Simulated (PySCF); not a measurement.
A small calculation by hand: entropy of an ideal gas

Si(SH)2 (H₂S₂Si), SMILES [Si](S)S (connectivity only; charge and spin as stated), neutral, multiplicity 1.

Coordinates come from a PBE0-D3(BJ)/def2-TZVP optimisation. One conformer was computed; it need not be the lowest.

PBE0-D3(BJ)/def2-TZVP run with PySCF gives the harmonic wavenumbers 182, 306, 399, 482, 508, 688, 770, 2677, 2700 cm⁻¹ and the rotational temperatures 0.5885, 0.1380, 0.1118 K. The molar mass is 94.22 g/mol, the symmetry number 1, the spin multiplicity 1.

Q: Work out the entropy at 298.15 K and 1 atm in the rigid-rotor, harmonic-oscillator model.

A: 
Translation (Sackur–Tetrode at 1 atm): S = R[1.5 ln M + 2.5 ln T − 1.16487] = 165.4 J/(mol K).
Rotation: q = (√π/σ) T^1.5/√(θA θB θC) = 95800, S = R[ln q + 3/2] = 107.8 J/(mol K).
Vibration: with u = 1.4388 ν/T, each mode gives R[u/(e^u − 1) − ln(1 − e^−u)]:
| ν (cm⁻¹) | modes | u | S (J/(mol K)) |
|---|---|---|---|
| 182 | 1 | 0.88 | 9.66 |
| 306 | 1 | 1.48 | 5.79 |
| 399 | 1 | 1.93 | 4.04 |
| 482 | 1 | 2.33 | 2.95 |
| 508 | 1 | 2.45 | 2.67 |
| 688 | 1 | 3.32 | 1.34 |
| 770 | 1 | 3.72 | 0.98 |
The stiffer modes add less than 0.005 each. Sum 27.4 J/(mol K).
Spin: R ln 1 = 0.0 J/(mol K).
Total 300.7 J/(mol K); the program's own thermochemistry gives 300.7. Translation makes up 55 % and vibration 9 %. Anharmonicity, hindered rotation and orbital degeneracy are left out.
